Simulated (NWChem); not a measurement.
System: CF2, triplet; SMILES F[C]F

```xyz
3

F      1.1476     0.0000    -0.1653
C      0.0000     0.0000     0.4960
F     -1.1476     0.0000    -0.1653
```
Atoms are numbered in this order, from 1.

Results from NWChem. Spin-unrestricted. Medium grid unless said otherwise, to which SCAN and Minnesota functionals are sensitive. In the optimisation the excess spin sits in a1 and b2 (C2v, its own frame). Structure relaxed at the B3LYP/6-31G* (spherical d), spin-unrestricted level. No stability test was run on the SCF state. B3LYP is NWChem's, with the RPA form of VWN correlation. Total energies of different functionals are on different scales.

```tsv
level	energy (Ha)	highest occupied level (eV)	lowest empty minus highest occupied level, either spin (eV)	dipole (D)	<S²>
B3LYP/def2-TZVP	-237.7230	…	…	0.35	2.00
LC-BLYP (range parameter 0.33 per bohr)/def2-TZVP	-237.3404	-8.62	6.45	0.31	2.00
r2SCAN/def2-TZVP	-237.6293	-5.03	0.88	0.37	2.01
B97-2/def2-TZVP	-237.6463	-5.85	1.29	0.32	2.00
r2SCAN0/def2-TZVP	-237.5969	-6.74	3.61	0.49	2.01
M06-L/def2-TZVP	-237.6828	-4.57	0.27	0.34	2.01
```

Problem. Complete the blanks.

Solution. 
- B3LYP/def2-TZVP, highest occupied level (eV): -5.98
- B3LYP/def2-TZVP, lowest empty minus highest occupied level, either spin (eV): 1.49
